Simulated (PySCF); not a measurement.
Coordinates in bohr (charge 0 multiplicity 1):
```
Hg    0.0000    0.0000    0.0000
F     0.0000    0.0000    3.6671
F     0.0000    0.0000   -3.6671
```

Level of theory: PySCF, PBE, basis Hg def2-TZVP with ECP60, F def2-TZVP (scalar-relativistic core potentials, no spin–orbit coupling, density fitting).

This geometry of HgF₂ is a stationary point at this level.

**Question.** What is the point group?

**Answer.** D∞h.

**Question.** Is it a minimum?

**Answer.** Yes: all harmonic wavenumbers are real.

**Question.** Which band is strongest in the infrared?

**Answer.** 623 cm⁻¹ (σu+), 98 km/mol.

**Question.** Give the atomic charges and bond orders.

**Answer.** 
| atom | Mulliken | Löwdin | polar tensor | Mayer order to Hg1 |
| --- | --- | --- | --- | --- |
| Hg1 | 0.88 | 0.68 | 1.01 | – |
| F2,3 | -0.44 | -0.34 | -0.51 | 0.80 |

**Question.** What is the atomisation energy, with and without zero-point energy?

**Answer.** 566 kJ/mol without, 557 kJ/mol with.

No spin–orbit coupling is included, which matters more the heavier the element.
